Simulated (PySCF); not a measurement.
## The third ionisation energy along the 4p block

All values are computed (PySCF 2.14, energy differences of UHF-based or UKS calculations, no spin-orbit coupling). Values in eV. The last column holds reference values (NIST; (s) semi-empirical, (t) theoretical, else measured). Unmarked ones compare directly (S terms, centres of terms, or small fine structure); those marked * lie between the lowest fine-structure levels and include a spin-orbit shift.

```csv
element,configurations,UHF,MP2 (valence),SCS-MP2 (valence),CCSD (valence),CCSD(T) (valence),reference
"Ga (def2-SVP, non-relativistic)",[Ar] 3d10 4s1 → [Ar] 3d10,29.107,n/a,n/a,n/a,n/a,30.726
"As (def2-SVP, non-relativistic)",[Ar] 3d10 4s2 4p1 → [Ar] 3d10 4s2,27.463,27.624,27.606,27.713,27.726,28.349 ± 0.012 *
"Se (def2-SVP, non-relativistic)",[Ar] 3d10 4s2 4p2 → [Ar] 3d10 4s2 4p1,30.926,31.194,31.125,31.221,31.228,31.697 ± 0.019 *
"Br (def2-SVP, non-relativistic)",[Ar] 3d10 4s2 4p3 → [Ar] 3d10 4s2 4p2,34.555,34.926,34.791,34.863,34.867,34.871 ± 0.019 *
"Kr (def2-SVP, non-relativistic)",[Ar] 3d10 4s2 4p4 → [Ar] 3d10 4s2 4p3,34.253,34.671,34.688,34.686,34.696,35.838 ± 0.02 *
```

"Valence" correlates the outer s and p shells and, in groups 3 to 12 and the f block, the outer d or f shell, open or full, or the next shell where the ion has no valence electron left; the wider scheme adds the next inner shell.
